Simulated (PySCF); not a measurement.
## Orbital picture of SnSb

TPSS at R = 2.647 Å; PySCF, scalar-relativistic core potentials, basis sets Sn cc-pVDZ-PP with ECP28, Sb cc-pVDZ-PP with ECP28. State: ²Π (doublet), unpaired electrons π ↑. Only the outer orbitals are listed, counted within each symmetry, core potentials removing the inner ones.

| spin | orbital | occ. | ε (eV) | on Sn (%) | main shells (%) |
| --- | --- | --- | --- | --- | --- |
| α | 7σ | 1 | -13.59 | 25 | 72 Sb s, 21 Sn s |
| α | 8σ | 1 | -10.21 | 70 | 69 Sn s, 23 Sb s |
| α | 5π | 1 | -5.66 | 29 | 71 Sb p, 27 Sn p |
| α | 9σ | 1 | -5.36 | 47 | 51 Sb p, 40 Sn p |
| α | 5π | 1 | -5.08 | 33 | 66 Sb p, 32 Sn p |
| α | 6π | 0 | -3.25 | 72 | 71 Sn p, 28 Sb p |
| α | 6π | 0 | -2.82 | 67 | 67 Sn p, 32 Sb p |
| α | 10σ | 0 | -0.19 | 64 | 63 Sn p, 38 Sb p |
| β | 7σ | 1 | -13.10 | 30 | 68 Sb s, 26 Sn s |
| β | 8σ | 1 | -9.94 | 67 | 65 Sn s, 27 Sb s |
| β | 9σ | 1 | -5.18 | 48 | 50 Sb p, 42 Sn p |
| β | 5π | 1 | -4.86 | 40 | 59 Sb p, 39 Sn p |
| β | 5π | 0 | -4.68 | 42 | 57 Sb p, 41 Sn p |
| β | 6π | 0 | -2.72 | 60 | 60 Sn p, 39 Sb p |
| β | 6π | 0 | -2.60 | 58 | 58 Sn p, 41 Sb p |

Task: Which are the highest filled and the lowest empty level, where do they sit, and how wide is the gap?

Result: Highest filled β 5π at -4.86 eV (in %: 59 Sb p, 39 Sn p); lowest empty β 5π at -4.68 eV (in %: 57 Sb p, 41 Sn p); the gap at TPSS is 0.18 eV. Both belong to one degenerate shell, split only by its one-sided filling, so this is no excitation gap.

```json
{
 "bond order (Mayer)": "2.29",
 "⟨S²⟩": "0.757",
 "charge on Sn (Mulliken, basis-dependent)": "0.12",
 "charge on Sn (Löwdin, basis-dependent)": "0.07",
 "dipole moment (positive dipole means Sn(−)Sb(+))": "-1.12 D"
}
```

Spin–orbit coupling is left out. The state is the lowest determinant that a PBE0 search found; another state may lie lower at other levels.
